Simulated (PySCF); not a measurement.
GeH4O4, SMILES [OH][Ge]([OH])([OH])[OH]. Coordinates come from a PBE-D3(BJ)/def2-SVP optimisation. The isomer is the one that the SMILES or the coordinates give; other isomers of the formula were not compared. Other conformers were not sampled.

The numbers are results of PBE-D3(BJ)/def2-SVP (PySCF), not measurements.

Harmonic wavenumbers (cm⁻¹): 150, 162, 210, 214, 214, 251, 275, 275, 328, 657, 708, 724, 724, 879, 902, 917, 917, 3721, 3721, 3722, 3723. Rotational constants (GHz): 3.549, 3.549, 3.091; symmetry number 2.

Task: Work out the zero-point energy and the ideal-gas rigid-rotor harmonic-oscillator thermochemistry at 298.15 K and 1 atm.

Result: ZPE = ½ Σ hcν = ½ × 23393 cm⁻¹ = 33.44 kcal/mol. H − E(el) = 39.15 kcal/mol. Entropy in cal/(mol K): translation 40.73, rotation 25.14, vibration 19.14, total 85.01. G − E(el) = 13.81 kcal/mol. Cp = 29.30 cal/(mol K).
